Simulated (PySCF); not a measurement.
## Field gradients at the hydrogen positions

Compound: C₆H₉NO.
Geometry (GFN2-xTB, Å), atoms numbered from 1 in this order:
```xyz
17
C6H9NO angstrom
C      1.822   -1.966    0.217
C      1.981   -0.498    0.038
C      0.956    0.369    0.030
C      1.232    1.749   -0.149
N      1.471    2.862   -0.295
O     -0.334   -0.046    0.189
C     -1.337    0.953    0.166
C     -2.676    0.264    0.364
H      0.774   -2.222    0.337
H      2.377   -2.298    1.095
H      2.225   -2.495   -0.646
H      2.981   -0.112   -0.093
H     -1.317    1.486   -0.795
H     -1.159    1.685    0.966
H     -2.688   -0.258    1.317
H     -2.842   -0.460   -0.429
H     -3.474    1.000    0.350
```

Level: B3LYP/pcJ-1 (PySCF, non-relativistic); Q(2H) = 0.00286 b; rigid geometry, the same for H and D, with no vibrational averaging.

**Question.** Rank these positions by the coupling χzz of a deuteron there, largest first.
A. H17 (methyl hydrogen)
B. H10 (methyl hydrogen)
C. H13 (methylene hydrogen)
D. H12 (vinylic hydrogen)

**Answer.** D (211 kHz), A (206 kHz), B (202 kHz), C (181 kHz).

**Question.** Give the electric field gradient Vzz (the principal value of largest size), its asymmetry and the 2H coupling at each hydrogen.

**Answer.** 
| atom | bonded to | bond length (Å) | Vzz (au) | η | χzz (kHz) |
| --- | --- | --- | --- | --- | --- |
| H9 | C1 | 1.086 | 0.2996 | 0.03 | 201 |
| H10 | C1 | 1.090 | 0.3002 | 0.03 | 202 |
| H11 | C1 | 1.090 | 0.3002 | 0.03 | 202 |
| H12 | C2 | 1.080 | 0.3135 | 0.10 | 211 |
| H13 | C7 | 1.099 | 0.2693 | 0.10 | 181 |
| H14 | C7 | 1.099 | 0.2693 | 0.10 | 181 |
| H15 | C8 | 1.087 | 0.3035 | 0.03 | 204 |
| H16 | C8 | 1.087 | 0.3034 | 0.03 | 204 |
| H17 | C8 | 1.086 | 0.3067 | 0.04 | 206 |

**Question.** How does χzz go with the bond length over the 9 C–H bonds?

**Answer.** A straight-line fit has a slope of -16.2 kHz for each 0.01 Å, with a correlation coefficient of -0.96, over lengths from 1.080 to 1.099 Å. The longer bonds have the smaller couplings here.

Geometry: GFN2-xTB, one conformer, isolated molecule. GFN2-xTB bond lengths can be off by several hundredths of an ångström, more for odd bonds, and the gradients follow them. The small basis limits the accuracy of the gradients.

These values come from a run that also computed spin–spin couplings. On one thread of an Arm Neoverse N1, on a shared host, this took 2.4 min.
